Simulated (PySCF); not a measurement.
C₂H₇FSn, SMILES [CH3][SnH]([F])[CH3]. Coordinates come from a B3LYP-D3(BJ)/def2-SVP optimisation. The def2 effective core potentials stand for the cores of Sn; spin–orbit coupling is left out.

**Question.** Give the equilibrium geometry at B3LYP-D3(BJ)/def2-SVP (PySCF confirms it by a frequency run) as Cartesian coordinates in Å, and its point group. (An estimate is asked for; the answer gives what the named calculation found.)

**Answer.** point group Cs.
```xyz
11

Sn     0.2461    -0.0193     0.0000
C     -0.4625     0.9191     1.8086
C     -0.4625     0.9191    -1.8086
F     -0.5752    -1.8008     0.0000
H      1.9414    -0.3368     0.0000
H      0.0133     1.9032     1.9336
H     -0.2195     0.2870     2.6742
H     -1.5524     1.0488     1.7471
H     -0.2195     0.2870    -2.6742
H      0.0133     1.9032    -1.9336
H     -1.5524     1.0488    -1.7471
```
